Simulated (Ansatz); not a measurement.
A run for Ansatz (an electronic-structure program): R-BLYP/def2-TZVPP on CH4SSn (SMILES [CH3][Sn][SH]), a point of a torsion scan. Elements past Kr take the def2 small-core potentials; no spin–orbit coupling.

Ansatz 0.2 input:
```yaml
crystal:
  periodic: [false, false, false]
  atoms:
    - {symbol: C, position_ang: [-1.05316972, -0.10247943, 0.02553339]}
    - {symbol: Sn, position_ang: [0.27550201, 1.70620578, -0.20338654]}
    - {symbol: S, position_ang: [2.34945410, 0.43345726, 0.08454965]}
    - {symbol: H, position_ang: [-0.58231957, -1.00334956, -0.36915339]}
    - {symbol: H, position_ang: [-2.02507984, 0.00804955, -0.45864894]}
    - {symbol: H, position_ang: [-1.23778227, -0.27716365, 1.08809650]}
    - {symbol: H, position_ang: [3.08268089, 1.40015074, 0.62115153]}
basis:
  gaussian:
    orbitals: def2-TZVPP
hamiltonian:
  xc: {name: BLYP}
scf: {lower_state_search: off}
```

It printed:

```
WARN ansatz: RAYON_NUM_THREADS=1 ignored (pool sized by the plan → 1); use --threads N
Functional definition: BLYP
these checks for a lower state are left out or cut short: stability, starts, cluster_reference, orbital_swaps, neighbouring_geometries, increment
integrals: 0.09 GiB planned
1088 factors; their error is unknown
mean field: 0.63 GiB planned
mean field evaluation 1: about -17755.1998 eV, gradient 7.4e1 eV
mean field evaluation 2: about -17697.2256 eV, gradient 1.4e2 eV
mean field evaluation 4: about -17767.9240 eV, gradient 1.7e1 eV
mean field evaluation 8: about -17768.7341 eV, gradient 1.3e-1 eV
mean field evaluation 16: about -17768.7195 eV, gradient 4.8e-4 eV
mean field -17768.71952518 eV, -652.9883984795 hartree, gradient 3.0e-6 eV, S^2 0.000000; 0 other end points of the search recorded, 0 dependent functions left out
reference -17768.71986075 eV, -652.9884108115 hartree; 24, 24 occupied and 155, 155 virtual orbitals, 1088 factors
Total energy: -17768.71986075 eV, -652.9884108115 hartree
Checks for a lower state left out: stability, starts, cluster_reference, orbital_swaps, neighbouring_geometries, increment
```

The run converged.

Cost: around 2.1 core-seconds (rough).
